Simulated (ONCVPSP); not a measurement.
Varying the ONCV potential for nitrogen (N)

Base potential:

N, optimised norm-conserving Vanderbilt (ONCV), made with ONCVPSP 4.0.1 (PBEsol, scalar-relativistic). Core none, reference 1s2 2s2 2p3. Waves: 1s+2s: rc 0.50 bohr, ncon 4, nbas 8, qcut 22.7 1/bohr, 2 projectors; 2p: rc 2.05 bohr, ncon 5, nbas 9, qcut 5.3 1/bohr, 2 projectors, debl 0.9 Ha; d scattering state at 0.12 Ha: rc 1.90 bohr, ncon 3, nbas 7, qcut 5.6 1/bohr, 2 projectors, debl 1.6 Ha. Local part: polynomial inside 0.35 bohr (lpopt 5, dvloc0 0 Ha). Core correction: none.

All-electron outer shells of the reference configuration (PBEsol, scalar-relativistic, ld1.x):

| shell | level (eV) | outermost node (bohr) | outermost maximum (bohr) |
| --- | --- | --- | --- |
| 1s | -383.09 | – | 0.15 |
| 2s | -18.46 | 0.32 | 1.02 |
| 2p | -7.04 | – | 0.98 |

Cutoffs, loose and tight: the cutoffs (Ha) at which the residual kinetic energy of the hardest occupied pseudo-wave falls to 1 and 0.1 mHa per electron. They do not see the model core or the augmentation charge, which bear on the density cutoff. Test errors are all-electron minus pseudo excitation energies from the reference, over the configurations 1s2 2s2 2p2; 1s2 2s2 2p1; 1s2 2s2 2p0; 1s2 2s1 2p0. A dash means not determined; rows that change the core or the reference have their own tests. The largest error is taken over the tests solved by every variant that gives reliable tests at all: 1s2 2s2 2p0; 1s2 2s2 2p1; 1s2 2s2 2p2.

A true bound ghost makes a file unfit for plane-wave use even where its test errors are small: the radial tests pick states by their node count and pass the ghost by.

```tsv
change	outcome	cutoff, loose	cutoff, tight	bound ghosts	GHOST(+) flags above zero	largest test error (meV)
base	generated	224 Ha	258 Ha	d	p	+2144
s: nbas 9	generated	222 Ha	253 Ha	d	p	+2144
d: rc 2.38	generated	224 Ha	258 Ha	d	p	+2144
```

Task: What comes out with this change to the base: functional PBE?

Result: outcome: generated; cutoff, loose: 225 Ha; cutoff, tight: 258 Ha; bound ghosts: d; GHOST(+) flags above zero: p; largest test error (meV): +2226.
